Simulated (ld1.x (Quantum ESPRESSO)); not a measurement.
nitrogen (N): PAW pseudisation with PBE, non-relativistic reference atom.

N (Z = 7), PAW, made with ld1.x (Quantum ESPRESSO) 7.5 (PBE, non-relativistic). Core [He], reference 2s2 2p1 (charge +2). Waves: 2s (bound): rcut 0.85, rcutus 0.95 bohr; 2s channel at -2.9 Ry: rcut 0.85, rcutus 0.95 bohr; 2p (bound): rcut 1.00, rcutus 1.15 bohr; 2p channel at 2.55 Ry: rcut 1.00, rcutus 1.15 bohr; 3d channel at 0.05 Ry: rcut 0.65, rcutus 0.85 bohr; 3d channel at 1.05 Ry: rcut 0.65, rcutus 0.85 bohr. Local part: all-electron potential smoothed inside 0.75 bohr (lloc = -1). Core correction: Bessel-smoothed model core, default radius (core density twice the valence density). Augmentation charge: PSQ, radius 0.50 bohr.

- Cutoffs needed: 45 Ry and 70 Ry (the cutoffs (Ry, on a coarse ladder) from which the occupation-weighted sum of valence levels, in a spherical-Bessel basis at the reference potential, stays within 10 and 1 mRy of its value at 400 Ry)
- Ghost test: no extra level below or beside the all-electron valence levels (s, p, d, f tested) (spherical-Bessel basis up to 400 Ry, 20 bohr box)
- Largest excitation error: -16 meV (all-electron minus pseudo) for 2s1 2p0, out of 7 test configurations
- Lowest eigenvalue of the overlap operator: 0.52 (s channel)
- Density cutoff estimated by the generator: 1367 Ry
